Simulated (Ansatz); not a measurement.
```yaml
atoms:
  - { symbol: Sc, position_ang: [0.0000, 0.0000, 0.0000] }
  - { symbol: Br, position_ang: [0.0000, 0.0000, 2.6200] }
```

Basis set: pcseg-2 (spherical functions). Charge 0, multiplicity 3.

Computed with Ansatz (development build ahead of 0.2.0); each method stands on the lowest determinant of its kind that the runs found. Restricted functionals stand beside restricted open-shell atoms, which can lie above the unrestricted atoms usual in DFT and then raise those values.

The atomization energy at this shape (free ground-state atoms in the same class of orbitals less the molecule, no zero-point energy) of triplet ScBr:

```csv
method,atomization energy
ωB97X (restricted open-shell),3.74 eV
```

Problem. What does PBE0 (unrestricted) give?

Solution. 4.17 eV. Caution for PBE0 (unrestricted): a free atom is spin contaminated.

The shape needn't be a minimum at these levels.
